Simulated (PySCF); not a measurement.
# Vertical excitation energies

C₈H₇P.
SMILES: `C1=C(c2ccccc2)P1`

Level of theory: PySCF 2.14.0, density-fitted response routines, TDDFT wB97X-D/def2-SVPD, vertical, gas phase, core orbitals frozen in the response. Isolated species at its GFN2-xTB geometry (one conformer only). Torsions of this conformer, `[CH:1]1=[C:2]([c:3]2[cH:4][cH:5][cH:6][cH:7][cH:8]2)[PH:9]1`: C1–C2–C3–C4 179°.

```json
{"state": "S1", "E (eV)": "4.45", "ν̃ (cm⁻¹)": "35860", "f": "0.197", "main configurations (H = HOMO, L = LUMO)": "H→L (91%)"}
{"state": "S2", "E (eV)": "5.11", "ν̃ (cm⁻¹)": "41190", "f": "0.0024", "main configurations (H = HOMO, L = LUMO)": "H-1→L (52%), H→L+1 (33%), H-2→L+1 (10%)"}
{"state": "S3", "E (eV)": "5.30", "ν̃ (cm⁻¹)": "42760", "f": "0.010", "main configurations (H = HOMO, L = LUMO)": "H-3→L (70%), H-2→L (16%)"}
{"state": "S4", "E (eV)": "5.36", "ν̃ (cm⁻¹)": "43230", "f": "0.016", "main configurations (H = HOMO, L = LUMO)": "H→L+2 (80%)"}
{"state": "S5", "E (eV)": "5.70", "ν̃ (cm⁻¹)": "45970", "f": "0.177", "main configurations (H = HOMO, L = LUMO)": "H-2→L (65%), H-3→L (16%)"}
{"state": "S6", "E (eV)": "6.16", "ν̃ (cm⁻¹)": "49690", "f": "0.141", "main configurations (H = HOMO, L = LUMO)": "H→L+1 (54%), H-1→L (32%)"}
{"state": "S7", "E (eV)": "6.32", "ν̃ (cm⁻¹)": "50940", "f": "0.053", "main configurations (H = HOMO, L = LUMO)": "H→L+3 (46%), H→L+4 (26%)"}
{"state": "S8", "E (eV)": "6.57", "ν̃ (cm⁻¹)": "52950", "f": "0.063", "main configurations (H = HOMO, L = LUMO)": "H-4→L (51%), H-1→L+1 (33%)"}
```

Triplets (Tamm–Dancoff): T1 3.12 eV, H→L (85%); T2 4.43 eV, H-2→L (37%), H-1→L+1 (32%), H→L+5 (11%); T3 4.54 eV, H-1→L (72%), H→L+1 (12%).

The lowest singlet comes at 279 nm (429 kJ/mol) in the ultraviolet; it is strong; its leading configuration is HOMO→LUMO (91%). The lowest level is also the most intense of those listed (f = 0.197). Löwdin shares by element: HOMO carbon 34% or more, phosphorus 28%, hydrogen 10% or more (atoms not listed hold the other 28%); LUMO carbon 60% or more (atoms not listed hold the other 40%). Orbital energies (eV): HOMO-3 -9.84, HOMO-2 -9.59, HOMO-1 -9.44, HOMO -8.12, LUMO 0.18, LUMO+1 1.28, LUMO+2 1.90. The listed states span 2.12 eV, and the widest gap between neighbours is 0.66 eV (S1 to S2). Weighted by f, the mean energy of these states is 5.54 eV. Singlets were solved by full linear response, triplets in the Tamm–Dancoff approximation.

The run took 59 s on one thread of an Arm Neoverse V1, no GPU, shared host.
